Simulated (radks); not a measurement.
Problem. Rh2+, 43 electrons, occupied as [Kr] 4d7. Calculated with a radial shooting solver on a logarithmic mesh with Libxc functionals: scalar-relativistic Kohn-Sham, PBE, spin-polarised, spherical densities, finite nucleus; open shells are filled with parallel spins first (spin-orbit coupling, left out, can overturn this in heavy ions); Fermi nuclear charge, rms radius 4.4945 fm. Some entries of the table are withheld. Estimate them.

orbital,occ.,eigenvalue (Ry),r(max) (bohr)
1s down,1,-1694.803,0.02118
1s up,1,-1694.802,0.02118
2s up,1,-247.0463,0.1198
2s down,1,-247.0110,0.1198
2p up,3,-221.5643,0.09576
2p down,3,-221.5377,0.09576
3s up,1,-45.42023,0.3514
3s down,1,-45.40268,0.3515
3p up,3,-37.04437,0.3446
3p down,3,-37.02425,0.3447
3d up,5,(1),(2)
3d down,5,(3),(4)
4s up,1,-7.66892,0.8820
4s down,1,-7.51307,0.8798
4p up,3,-5.30564,0.9444
4p down,3,-5.14141,0.9418
4d up,5,-1.96106,(5)
4d down,2,-1.79880,(6)

Solution. 
(1) 3d up eigenvalue (Ry): -23.65527
(2) 3d up r(max) (bohr): 0.2914
(3) 3d down eigenvalue (Ry): -23.62339
(4) 3d down r(max) (bohr): 0.2915
(5) 4d up r(max) (bohr): 1.130
(6) 4d down r(max) (bohr): 1.128
